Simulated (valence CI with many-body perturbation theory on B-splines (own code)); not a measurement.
## Ir LXV in brief

Computed by configuration interaction combined with many-body perturbation theory (CI+MBPT): three valence electrons over a frozen Dirac-Fock core [Ne], radial functions for each j: 9 s, 9 p, 8 d, 6 f, 3 g, 1 h, with the one-electron correlation potential Σ1 (screened to all orders), the two-electron term Σ2, the three-electron term Σ3, Breit, model QED; selected single and double excitations, second order for the rest, scaled by the run's own slope (own B-spline code, finite nucleus).

No measured spectrum was set against this ion. As an estimate, large intervals hold to a few tenths of a per cent, small ones and those within an open d or f shell to about a per cent.

Levels are named by their leading jj configuration (3d3/2^4 stands for four electrons in 3d with j = 3/2), which in mixed levels can hold well under half, so a name can repeat and another be missing.

Rates and lifetimes use the calculated energies. Strong lines usually hold to 10 to 20 %, long lifetimes can be off by a factor of two.

**Question.** What is the ground level?

**Answer.** (3s^2 3p1/2) J=1/2, composition 100 % 3s²3p ²P°, g = 0.645.

**Question.** Where does the other parity begin?

**Answer.** At (3s 3p1/2^2) J=1/2, 1442.3 × 10³ cm⁻¹.

**Question.** Among levels below 10942 × 10³ cm⁻¹, which E1 lines absorb most strongly from the ground level?

**Answer.** to (3s^2 3d3/2) J=3/2 at 1.807 nm, f = 0.503; to (3s 3p1/2 3p3/2) J=1/2 at 1.943 nm, f = 0.220; to (3s 3p1/2 3p3/2) J=3/2 at 1.977 nm, f = 0.121.

**Question.** Name the longest-lived excited levels whose lifetime is computed, and their main decay.

**Answer.** (3s 3p3/2 3d5/2) J=9/2 at 10842 × 10³ cm⁻¹ lives 2.61 ns, mostly by M1 to (3s 3p1/2 3d5/2) J=7/2.

**Question.** How well does LS coupling describe the low levels?

**Answer.** Among the lowest 20 levels the leading LS term, summed over configurations, holds 61 % on average. For single configurations the figures are 59 % in LS and 92 % in jj coupling. Terms mix most in the J = 3/2 level at 6463.4 × 10³ cm⁻¹, where the leading one holds 30 %.
